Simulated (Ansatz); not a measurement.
Single points on the cluster Be₃Te₂⁺.

```yaml
crystal:
  periodic: [false, false, false]
  atoms:
    - {symbol: Be, position_ang: [-0.027225, -0.844092, -0.789043]}
    - {symbol: Be, position_ang: [1.912335, -0.004567, -0.800510]}
    - {symbol: Be, position_ang: [0.547294, 0.840852, 0.573819]}
    - {symbol: Te, position_ang: [-0.806015, -0.938259, 1.499780]}
    - {symbol: Te, position_ang: [-1.626388, 0.946076, -0.484046]}
basis:
  gaussian: {orbitals: def2-TZVP, initial_orbitals: start.molden}
total_charge: 1
magnetization: {spin_polarized: true, initial_magnetization: 1}
hamiltonian: {xc: {name: B3LYP}, dispersion: d4}
scf: {omitted_lower_state_checks: [starts]}
output: {orbitals: {seedname: orbitals}}
```

The file start.molden holds the orbitals of an earlier run on this structure, at another level or in another basis.

```sh
$ ansatz run in.yaml --threads 4 --pin off --events-out ev --progress --plain --max-ram 3916MiB
```

It prints (some lines left out):

```
Functional definition: B3LYP
1269 factors; their error is unknown
mean field evaluation 1: about -15788.5516 eV, gradient 3.7e0 eV
mean field evaluation 2: about -15788.5916 eV, gradient 5.5e-2 eV
mean field evaluation 4: about -15788.7672 eV, gradient 1.1e-3 eV
mean field evaluation 8: about -15788.7672 eV, gradient 6.6e-5 eV
mean field -15788.76720716 eV, -580.2264928522 hartree, gradient 6.6e-5 eV, S^2 0.761609; 0 other end points of the search recorded, 0 dependent functions left out
reference -15788.76744054 eV, -580.2265014289 hartree; 30, 29 occupied and 127, 128 virtual orbitals, 1269 factors
Total energy: -15789.12697790 eV, -580.2397141830 hartree
Checks for a lower state left out: starts
```

Hardware: 4 threads of Arm Neoverse V2 on a shared host. Wall time 3.5 s.

First input, but with `hamiltonian: {xc: pbe, dispersion: d4}`, `output: {forces: true, orbitals: {seedname: orbitals}}` (abridged; 2.7 s):

```
Functional definition: PBE
mean field -15781.17848318 eV, -579.9476123898 hartree, gradient 7.8e-5 eV, S^2 0.763640
Total energy: -15781.39194966 eV, -579.9554571383 hartree
Atom 0 force     0.024122     0.157982     0.138972 eV/Å
Atom 1 force    -0.166699    -0.000874     0.071353 eV/Å
Atom 2 force    -0.083192    -0.156748    -0.115596 eV/Å
Atom 3 force     0.043388     0.162680    -0.219417 eV/Å
Atom 4 force     0.182381    -0.163041     0.124688 eV/Å
Dipole moment:     1.366307    -0.003901    -0.571152 e Å
Checks for a lower state left out: starts
```

The first input with `gaussian: {orbitals: def2-SVP, initial_orbitals: start.molden}`, `correlation: {method: ccsd_t}`, `scf: {omitted_lower_state_checks: [starts, cluster_reference]}` and without the key `hamiltonian` (abridged; 5.5 s):

```
Functional definition: HF
mean field -15717.63326250 eV, -577.6123686023 hartree, gradient 8.5e-6 eV, S^2 0.789960
8 core orbitals not correlated: weight in the atoms' cores, before any rotation towards them, 1.000 or more for the frozen orbitals, at most 0.000 for the correlated occupied ones
second order -8.15657262 eV of doubles, -0.00000000 eV of singles
cycle   1  -8.37865946 eV  change   -2.2e-1 eV  update   1.1e-1
cycle   2  -8.68966443 eV  change   -3.1e-1 eV  update   4.1e-2
cycle   3  -8.77559108 eV  change   -8.6e-2 eV  update   2.5e-2
cycle   4  -8.77661730 eV  change   -1.0e-3 eV  update   1.0e-2
cycle   5  -8.77886892 eV  change   -2.3e-3 eV  update   5.4e-3
cycle   6  -8.78061558 eV  change   -1.7e-3 eV  update   2.5e-3
cycle   7  -8.78054181 eV  change    7.4e-5 eV  update   1.2e-3
cycle   8  -8.78079388 eV  change   -2.5e-4 eV  update   5.8e-4
cycle   9  -8.78087650 eV  change   -8.3e-5 eV  update   3.0e-4
cycle  10  -8.78078851 eV  change    8.8e-5 eV  update   1.6e-4
cycle  11  -8.78086164 eV  change   -7.3e-5 eV  update   7.8e-5
cycle  12  -8.78085395 eV  change    7.7e-6 eV  update   3.5e-5
perturbative correction -0.44333339 eV, -0.0162922016 hartree
Total energy: -15726.85744984 eV, -577.9513512346 hartree
Checks for a lower state left out: starts, cluster_reference
```

As the first input, with `hamiltonian: {xc: r2scan, dispersion: d4}` (abridged; 7 s):

```
Functional definition: r2SCAN
mean field -15788.92287403 eV, -580.2322135044 hartree, gradient 2.4e-5 eV, S^2 0.776306
Total energy: -15788.96272201 eV, -580.2336778906 hartree
Checks for a lower state left out: starts
```

First input, but with `hamiltonian: {xc: pbe0, dispersion: d4}` (abridged; 3.5 s):

```
Functional definition: PBE0
mean field -15782.50139613 eV, -579.9962285441 hartree, gradient 1.6e-5 eV, S^2 0.770046
Total energy: -15782.68285738 eV, -580.0028971219 hartree
Checks for a lower state left out: starts
```

As the first input, with `hamiltonian: {xc: {name: revPBE}, dispersion: d4}` (abridged; 2.5 s):

```
Functional definition: revPBE
mean field -15786.32581926 eV, -580.1367735019 hartree, gradient 8.0e-5 eV, S^2 0.764743
Total energy: -15786.78399187 eV, -580.1536110346 hartree
Checks for a lower state left out: starts
```

Geometry: PBE-D4/def2-SVP.

In the def2 sets Te takes a core potential; there is no spin–orbit coupling. B3LYP takes the VWN-RPA correlation. Correlated methods freeze 8 core orbitals; core or outer-core shells of Te are correlated, in sets that lack core-valence functions. Another isomer (doublet) lies 1.71 eV lower at PBE0-D4/def2-TZVP; other spin states weren't run for this one.
